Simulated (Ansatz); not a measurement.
`B[S][GaH][SiH3]` + H–F → `[F][GaH][SiH3]` + `BS` at 400 K and 1 bar (ligand exchange at a Ga–S bond).

Isolated molecules relaxed with PBE0-D4/def2-TZVP in Ansatz; ΔE leaves out vibrations. CCSD(T)/CBS adds triple-zeta CCSD(T) − MP2 to the extrapolated MP2 energy (def2 sets, frozen cores). This one scheme is used for every species. For Ga outer-core shells are correlated without core-valence functions, which leaves a few kJ/mol of doubt a bond. Scalar relativity is left out up to krypton. One conformer a species, not always the lowest.

```csv
species,CCSD(T)/CBS energy (Eh),H − E (kJ/mol),S (J/(mol·K))
`B[S][GaH][SiH3]`,-2639.22992,179.8,414.3
H–F,-100.39570,36.5,182.2
`[F][GaH][SiH3]`,-2315.24439,114.6,364.0
`BS`,-424.38198,95.9,260.4
```

H − E and S are ideal-gas, rigid-rotor, harmonic terms from PBE0-D4/def2-TZVP, for one conformer and one mirror image of each species. 1 Eh = 2625.50 kJ/mol, R = 8.31446 J/(mol·K).

Q: By hand: ΔE, ΔH, ΔS and ΔG.

A: ΔE = (-2315.24439) + (-424.38198) − (-2639.22992) − (-100.39570) = -0.00075 Eh = -2.0 kJ/mol. Δ(H − E) = 114.6 + 95.9 − 179.8 − 36.5 = -5.8, so ΔH = -7.8 kJ/mol. ΔS = 364.0 + 260.4 − 414.3 − 182.2 = 27.9 J/(mol·K). ΔG = -7.8 − 400 × (27.9)/1000 = -19.0 kJ/mol.

Q: By hand: the equilibrium constant, and the temperature at which ΔG would vanish if ΔH and ΔS stayed fixed.

A: log₁₀ K = −ΔG/(RT ln 10) = 2.5. ΔH and −TΔS have one sign here, so there is no such temperature.

TΔS isn't small against ΔH here. A doubt of 5 kJ/mol in ΔE shifts log₁₀ K by 0.7 here. Other conformers and mirror images would add mixing entropy, several J/(mol·K) or more a flexible species. Modes under 60 cm⁻¹, often nearly free rotors, make the harmonic entropy too high. These are equilibria of isolated gas molecules and say nothing of rates. Largest T1 diagnostic: 0.015 (customary marks: 0.02 for closed shells, 0.045 for open ones).
